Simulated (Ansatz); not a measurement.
```xyz
11

C    -1.877   -0.618    0.119
O    -0.861    0.167    0.687
Mo    0.802    0.771    0.112
N     2.005    0.167    1.181
N     1.067    0.137   -1.470
F     0.904    2.634    0.050
H    -1.863   -1.617    0.564
H    -2.842   -0.152    0.334
H    -1.754   -0.704   -0.965
H     2.808   -0.358    1.497
H     1.611   -0.427   -2.109
```

Charge 0, multiplicity 1. Mo takes the def2 core potential.

(1) List the B3LYP/def2-TZVPP orbital energies in eV (Ansatz 0.2.0). (Best estimate.)

Answers

(1) The calculation gave: Occupied: -670.86, -521.13, -389.81, -389.61, -278.41, -72.49, -45.48, -45.35, -45.27, -30.85, -27.56, -21.68, -21.45, -18.74, -13.49, -13.22, -13.13, -12.80, -12.66, -12.27, -11.51, -11.43, -9.61, -9.29, -8.59, -8.42, -7.92, -7.56. Lowest empty: -1.74, -1.40, -0.89, -0.52, -0.05, 0.18, 0.83, 0.99.

B3LYP here is the variant with VWN-RPA as its local correlation; programs differ in this.
